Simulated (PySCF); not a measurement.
Te(Me)(SH) (CH₄STe), SMILES C[Te]S. Geometry: B3LYP-D3(BJ)/def2-SVP. The def2 effective core potentials stand for the cores of Te; spin–orbit coupling is left out. Other conformers were not sampled.

Calculation: B3LYP-D3(BJ)/def2-SVP (PySCF 2.14.0).

Harmonic wavenumbers (cm⁻¹): 90, 147, 285, 342, 506, 762, 823, 835, 1234, 1424, 1440, 2646, 3053, 3167, 3191. Rotational constants (GHz): 7.534, 2.881, 2.144; symmetry number 1.

Question: Work out the zero-point energy and the ideal-gas rigid-rotor harmonic-oscillator thermochemistry at 298.15 K and 1 atm.

Answer: ZPE = ½ Σ hcν = ½ × 19946 cm⁻¹ = 28.51 kcal/mol. H − E(el) = 32.57 kcal/mol. Entropy in cal/(mol K): translation 41.40, rotation 26.34, vibration 10.40, total 78.14. G − E(el) = 9.28 kcal/mol. Cp = 18.64 cal/(mol K). Modes under 150 cm⁻¹ make the vibrational entropy uncertain.
